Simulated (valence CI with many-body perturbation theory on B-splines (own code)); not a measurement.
# Au⁷²⁺: electric-dipole lines

Calculated by relativistic CI+MBPT: five valence electrons over a frozen Dirac-Fock core [He], radial functions for each j: 11 s, 11 p, 10 d, 8 f, 5 g, 2 h, with the one-electron correlation potential Σ1 (screened to all orders), the two-electron term Σ2, the three-electron term Σ3, Breit, model QED; selected single and double excitations, second order for the rest, scaled by the run's own slope (own B-spline code, finite nucleus).

No measured spectrum was set against this ion. As an estimate, large intervals hold to a few tenths of a per cent, small ones and those within an open d or f shell to about a per cent. Among the levels kept, up to 7600 cm⁻¹ of a level comes from second order outside the variational space, and about a tenth of that is noise between levels of different J, which matters for small intervals.

Lines 101 to 150 of 600 in falling wavelength, among levels below 1135.7 Ry, chosen from the strongest by gf and those to the six lowest levels. Wavelengths and rates use the calculated energies. Electric multipoles are in the length gauge, E1 and E2 with the static RPA response of the core. Weak lines are less certain than strong ones. Lines between different terms over intervals too small for the method are left out, as are lines whose strength nearly cancels. The highest levels of a list are the least certain.

Levels are named by their leading jj configuration (3d3/2^4 stands for four electrons in 3d with j = 3/2), which in mixed levels can hold well under half, so a name can repeat and another be missing. Letters in brackets count levels of one name in rising energy.

```
λ vac (Å)                               Upper                               Lower   A (s⁻¹)  log gf  Branch %
    18.47  (2s 2p1/2 2p3/2^2 3p3/2) J=3/2 [d]     (2s 2p1/2 2p3/2^2 3s) J=3/2 [d]  5.35e+11   -0.96       0.2
    18.45  (2s 2p1/2 2p3/2^2 3p3/2) J=1/2 [b]     (2s 2p1/2 2p3/2^2 3s) J=1/2 [b]  1.05e+12   -0.97       2.1
    18.45  (2s^2 2p1/2 2p3/2 3p3/2) J=1/2 [a]         (2s^2 2p1/2 2p3/2 3s) J=1/2  1.81e+12   -0.73      21.3
    18.45  (2s 2p1/2 2p3/2^2 3p3/2) J=5/2 [d]     (2s 2p1/2 2p3/2^2 3s) J=5/2 [c]  5.88e+11   -0.74       0.6
    18.44      (2s 2p1/2^2 2p3/2 3d3/2) J=7/2      (2s 2p1/2^2 2p3/2 3p1/2) J=5/2  1.80e+12   -0.13       3.7
    18.44  (2s 2p1/2 2p3/2^2 3d3/2) J=5/2 [c]  (2s 2p1/2 2p3/2^2 3p1/2) J=3/2 [b]  1.43e+12   -0.36       0.5
    18.43       (2p1/2^2 2p3/2^2 3p3/2) J=7/2          (2p1/2^2 2p3/2^2 3s) J=5/2  2.53e+12    0.01       0.5
    18.42       (2p1/2^2 2p3/2^2 3p3/2) J=5/2          (2p1/2^2 2p3/2^2 3s) J=5/2  1.30e+12   -0.40       0.2
    18.42  (2s 2p1/2 2p3/2^2 3d3/2) J=3/2 [a]  (2s 2p1/2 2p3/2^2 3p1/2) J=3/2 [a]  1.51e+12   -0.51       0.6
    18.41      (2s 2p1/2 2p3/2^2 3d3/2) J=9/2      (2s 2p1/2 2p3/2^2 3p1/2) J=7/2  1.83e+12   -0.03      11.2
    18.40  (2s 2p1/2 2p3/2^2 3d3/2) J=3/2 [d]  (2s 2p1/2 2p3/2^2 3p1/2) J=3/2 [b]  7.64e+11   -0.81       0.2
    18.40  (2s 2p1/2 2p3/2^2 3p3/2) J=3/2 [b]     (2s 2p1/2 2p3/2^2 3s) J=5/2 [b]  2.14e+12   -0.36       0.4
    18.40  (2s 2p1/2 2p3/2^2 3d3/2) J=7/2 [a]  (2s 2p1/2 2p3/2^2 3p1/2) J=5/2 [a]  1.71e+12   -0.16       0.2
    18.39      (2s^2 2p1/2 2p3/2 3d3/2) J=7/2      (2s^2 2p1/2 2p3/2 3p1/2) J=5/2  1.85e+12   -0.13       3.3
    18.38  (2s 2p1/2 2p3/2^2 3d3/2) J=1/2 [a]  (2s 2p1/2 2p3/2^2 3p1/2) J=3/2 [a]  1.92e+12   -0.71       0.4
    18.38          (2s^2 2p3/2^2 3d3/2) J=1/2          (2s^2 2p3/2^2 3p1/2) J=3/2  1.87e+12   -0.72       0.1
    18.37      (2s^2 2p1/2 2p3/2 3p3/2) J=7/2         (2s^2 2p1/2 2p3/2 3s) J=5/2  2.75e+12    0.05      42.0
    18.37  (2s 2p1/2 2p3/2^2 3d3/2) J=5/2 [d]  (2s 2p1/2 2p3/2^2 3p1/2) J=3/2 [c]  1.53e+12   -0.33       0.6
    18.36  (2s 2p1/2^2 2p3/2 3d3/2) J=1/2 [a]  (2s 2p1/2^2 2p3/2 3p1/2) J=3/2 [a]  1.95e+12   -0.71       1.0
    18.35  (2s^2 2p1/2 2p3/2 3d3/2) J=3/2 [a]      (2s^2 2p1/2 2p3/2 3p1/2) J=1/2  1.04e+12   -0.68       0.2
    18.35          (2s^2 2p3/2^2 3p3/2) J=7/2             (2s^2 2p3/2^2 3s) J=5/2  2.83e+12    0.06      24.5
    18.34          (2s^2 2p3/2^2 3p3/2) J=5/2             (2s^2 2p3/2^2 3s) J=5/2  1.48e+12   -0.35      11.0
    18.32  (2s 2p1/2 2p3/2^2 3d3/2) J=3/2 [d]  (2s 2p1/2 2p3/2^2 3p1/2) J=1/2 [b]  8.13e+11   -0.79       0.2
    18.31  (2s^2 2p1/2 2p3/2 3p3/2) J=3/2 [a]         (2s^2 2p1/2 2p3/2 3s) J=1/2  8.32e+11   -0.78      11.9
    18.29  (2s 2p1/2 2p3/2^2 3p3/2) J=3/2 [d]     (2s 2p1/2 2p3/2^2 3s) J=3/2 [b]  6.25e+11   -0.90       0.3
    18.29  (2s 2p1/2 2p3/2^2 3d3/2) J=5/2 [a]  (2s 2p1/2 2p3/2^2 3p1/2) J=3/2 [a]  8.44e+11   -0.59       0.2
    18.29  (2s 2p1/2 2p3/2^2 3p3/2) J=7/2 [a]     (2s 2p1/2 2p3/2^2 3s) J=5/2 [a]  2.63e+12    0.02       6.6
    18.27  (2s^2 2p1/2 2p3/2 3p3/2) J=5/2 [a]     (2s^2 2p1/2 2p3/2 3s) J=3/2 [a]  2.80e+12   -0.08      45.7
    18.24      (2s 2p1/2 2p3/2^2 3p3/2) J=9/2         (2s 2p1/2 2p3/2^2 3s) J=7/2  2.64e+12    0.12      24.8
    18.22  (2s 2p1/2 2p3/2^2 3p3/2) J=5/2 [d]     (2s 2p1/2 2p3/2^2 3s) J=3/2 [c]  1.95e+12   -0.23       2.1
    18.22  (2s 2p1/2^2 2p3/2 3p3/2) J=5/2 [a]     (2s 2p1/2^2 2p3/2 3s) J=3/2 [a]  1.15e+12   -0.47       0.3
    18.22  (2s 2p1/2 2p3/2^2 3p3/2) J=3/2 [d]     (2s 2p1/2 2p3/2^2 3s) J=1/2 [b]  1.20e+12   -0.62       0.5
    18.21  (2s 2p1/2^2 2p3/2 3d3/2) J=1/2 [b]      (2s 2p1/2^2 2p3/2 3p1/2) J=1/2  1.66e+12   -0.78       0.4
    18.19  (2s 2p1/2 2p3/2^2 3p3/2) J=3/2 [c]     (2s 2p1/2 2p3/2^2 3s) J=1/2 [a]  2.62e+12   -0.28       1.1
    18.19  (2s 2p1/2 2p3/2^2 3p3/2) J=7/2 [b]         (2s 2p1/2 2p3/2^2 3s) J=7/2  1.60e+12   -0.20       0.7
    18.18  (2s 2p1/2 2p3/2^2 3p3/2) J=5/2 [a]     (2s 2p1/2 2p3/2^2 3s) J=5/2 [a]  1.52e+12   -0.35       0.4
    18.18      (2s 2p1/2^2 2p3/2 3p3/2) J=7/2         (2s 2p1/2^2 2p3/2 3s) J=5/2  2.66e+12    0.02      10.9
    18.16  (2s^2 2p1/2 2p3/2 3d3/2) J=1/2 [a]      (2s^2 2p1/2 2p3/2 3p1/2) J=1/2  1.69e+12   -0.78       0.5
    18.12  (2s 2p1/2 2p3/2^2 3p3/2) J=5/2 [e]     (2s 2p1/2 2p3/2^2 3s) J=5/2 [c]  5.22e+11   -0.81       0.7
    18.09  (2s 2p1/2^2 2p3/2 3p3/2) J=1/2 [a]     (2s 2p1/2^2 2p3/2 3s) J=3/2 [a]  2.44e+12   -0.62       0.4
    18.09  (2s 2p1/2 2p3/2^2 3d3/2) J=7/2 [b]      (2s 2p1/2 2p3/2^2 3p1/2) J=7/2  1.06e+12   -0.38       0.1
    18.08  (2s 2p1/2 2p3/2^2 3p3/2) J=3/2 [e]     (2s 2p1/2 2p3/2^2 3s) J=3/2 [d]  8.30e+11   -0.79       0.2
    18.03      (2s^2 2p3/2^2 3p3/2) J=3/2 [b]             (2s^2 2p3/2^2 3s) J=1/2  2.57e+12   -0.30      20.0
    17.98  (2s 2p1/2 2p3/2^2 3d3/2) J=3/2 [e]  (2s 2p1/2 2p3/2^2 3p1/2) J=3/2 [c]  6.50e+11   -0.90       0.0
    17.98  (2s 2p1/2 2p3/2^2 3p3/2) J=5/2 [e]     (2s 2p1/2 2p3/2^2 3s) J=3/2 [d]  9.03e+11   -0.58       1.2
    17.97  (2s 2p1/2^2 2p3/2 3p3/2) J=3/2 [b]     (2s 2p1/2^2 2p3/2 3s) J=3/2 [b]  1.28e+12   -0.60       0.4
    17.97          (2s^2 2p1/2^2 3p3/2) J=3/2             (2s^2 2p1/2^2 3s) J=1/2  2.97e+12   -0.24      56.3
    17.96  (2s 2p1/2 2p3/2^2 3d3/2) J=5/2 [b]      (2s 2p1/2 2p3/2^2 3p1/2) J=7/2  5.25e+11   -0.82       0.0
    17.96  (2s 2p1/2 2p3/2^2 3p3/2) J=3/2 [a]     (2s 2p1/2 2p3/2^2 3s) J=3/2 [a]  1.69e+12   -0.49       0.2
    17.96  (2s^2 2p1/2 2p3/2 3p3/2) J=3/2 [b]     (2s^2 2p1/2 2p3/2 3s) J=3/2 [b]  1.06e+12   -0.69      19.7
```

Q: How does gf follow from A for the line at 18.36 Å?

A: gf = 1.4992 × (2J+1)_upper × A / σ², with σ = 5445369 cm⁻¹ and 2J+1 = 2: gf = 0.197.
